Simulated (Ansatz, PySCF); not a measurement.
C5H4F2O, SMILES O=C1/C(=C/F)C[C@H]1F. Atoms are numbered in the order given.

```xyz
12

O     -0.8243     1.9003     0.6806
C     -0.5916     0.8279     0.2033
C      0.6312     0.0281    -0.0803
C      1.9181     0.3744    -0.1061
F      2.8806    -0.4665    -0.4316
C     -0.1830    -1.2109    -0.3686
C     -1.4571    -0.3323    -0.3381
F     -2.4866    -0.7577     0.4334
H      2.2752     1.3806     0.1352
H     -0.1806    -1.9227     0.4722
H      0.0253    -1.7502    -1.3032
H     -1.8323    -0.0956    -1.3506
```
Charge 0, spin multiplicity 1.

The structure is a stationary point at PBE0-D3(BJ)/def2-SVP. The structure was generated by enumeration; whether it is a known compound was not checked.

Two levels are set side by side: PBE-D3(BJ)/def2-SVP (Ansatz, a first-principles code) and PBE0-D3(BJ)/def2-SVP (Ansatz). Each level has its own optimised geometry; the coordinates shown are those of the second. Frequencies come from the Hessian of PySCF at each geometry. Differences are taken from unrounded values.

```tsv
quantity	PBE0-D3(BJ)
mean bond length (Å)	1.308
bond O1–C2 (Å)	1.197
bond C2–C3 (Å)	1.488
bond C2–C7 (Å)	1.545
bond C3–C4 (Å)	1.333
bond C3–C6 (Å)	1.510
bond C4–F5 (Å)	1.319
bond C6–C7 (Å)	1.548
bond C7–F8 (Å)	1.355
bond C4–H9 (Å)	1.095
bond C6–H10 (Å)	1.102
bond C6–H11 (Å)	1.099
bond C7–H12 (Å)	1.105
highest harmonic wavenumber (cm⁻¹)	3226
mean harmonic wavenumber (cm⁻¹)	1203
zero-point energy (kcal/mol)	51.60
```

### Question
What does PBE-D3(BJ) give, and how far is it from PBE0-D3(BJ)? (Estimate from the structure and the level; the computed values follow.)

### Answer

```
quantity                            PBE-D3(BJ)  PBE-D3(BJ) minus PBE0-D3(BJ)
----------------------------------  ----------  ----------------------------
mean bond length (Å)                     1.319                         0.011
bond O1–C2 (Å)                           1.211                         0.014
bond C2–C3 (Å)                           1.497                         0.008
bond C2–C7 (Å)                           1.561                         0.016
bond C3–C4 (Å)                           1.346                         0.013
bond C3–C6 (Å)                           1.517                         0.007
bond C4–F5 (Å)                           1.334                         0.015
bond C6–C7 (Å)                           1.560                         0.012
bond C7–F8 (Å)                           1.370                         0.015
bond C4–H9 (Å)                           1.104                         0.009
bond C6–H10 (Å)                          1.110                         0.008
bond C6–H11 (Å)                          1.107                         0.008
bond C7–H12 (Å)                          1.115                         0.010
highest harmonic wavenumber (cm⁻¹)        3121                          -105
mean harmonic wavenumber (cm⁻¹)           1154                           -50
zero-point energy (kcal/mol)             49.47                         -2.12
```

Exact exchange shortens and stiffens bonds; PBE has none. Differences between two approximate levels are no errors against the true value.
